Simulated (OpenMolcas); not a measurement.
## CH3Cl2Si (SMILES [CH2][SiH](Cl)Cl): the dipole moment, rung by rung

The species is CH3Cl2Si (7 atoms), meant as a doublet with charge 0. SMILES: `[CH2][SiH](Cl)Cl`. The shape is that of a PBE0-D4/def2-TZVP optimisation. This is one conformer, not always the lowest.

```jsonl
{"atom": "C", "x (Å)": "-0.6927", "y (Å)": "0.8926", "z (Å)": "0.1975"}
{"atom": "Si", "x (Å)": "0.4663", "y (Å)": "-0.4995", "z (Å)": "-0.0039"}
{"atom": "Cl", "x (Å)": "1.5938", "y (Å)": "-0.2354", "z (Å)": "-1.6943"}
{"atom": "Cl", "x (Å)": "-0.5740", "y (Å)": "-2.2525", "z (Å)": "-0.2092"}
{"atom": "H", "x (Å)": "-1.4477", "y (Å)": "1.1272", "z (Å)": "-0.5455"}
{"atom": "H", "x (Å)": "-0.6688", "y (Å)": "1.5406", "z (Å)": "1.0675"}
{"atom": "H", "x (Å)": "1.3845", "y (Å)": "-0.6410", "z (Å)": "1.1420"}
```

Quantity: the dipole moment, in D. The values are calculated.

```json
{"level": "U-revPBE/6-31G* (spherical functions)", "kind": "GGA", "program": "OpenMolcas", "value (D)": "2.28", "CPU time": "55 s"}
{"level": "UBLYP/6-31G* (spherical functions)", "kind": "GGA", "program": "OpenMolcas", "value (D)": "2.23", "CPU time": "61 s"}
{"level": "UPBE/6-31G* (spherical functions)", "kind": "GGA", "program": "OpenMolcas", "value (D)": "2.28", "CPU time": "58 s"}
{"level": "U-r2SCAN/6-31G* (spherical functions)", "kind": "meta-GGA", "program": "OpenMolcas", "value (D)": "2.41", "CPU time": "73 s"}
{"level": "UB3LYP/6-31G* (spherical functions)", "kind": "global hybrid", "program": "OpenMolcas", "value (D)": "2.38", "CPU time": "60 s"}
{"level": "UBHLYP/6-31G* (spherical functions)", "kind": "global hybrid", "program": "OpenMolcas", "value (D)": "2.52", "CPU time": "55 s"}
{"level": "UM06-2X/6-31G* (spherical functions)", "kind": "hybrid meta-GGA", "program": "OpenMolcas", "value (D)": "2.54", "CPU time": "64 s"}
{"level": "UPBE0/6-31G* (spherical functions)", "kind": "global hybrid", "program": "OpenMolcas", "value (D)": "2.45", "CPU time": "57 s"}
```

The values span 2.23 to 2.54 D. CPU times are rough (shared hosts, several kinds of processor): they show what a rung costs within a factor of a few.
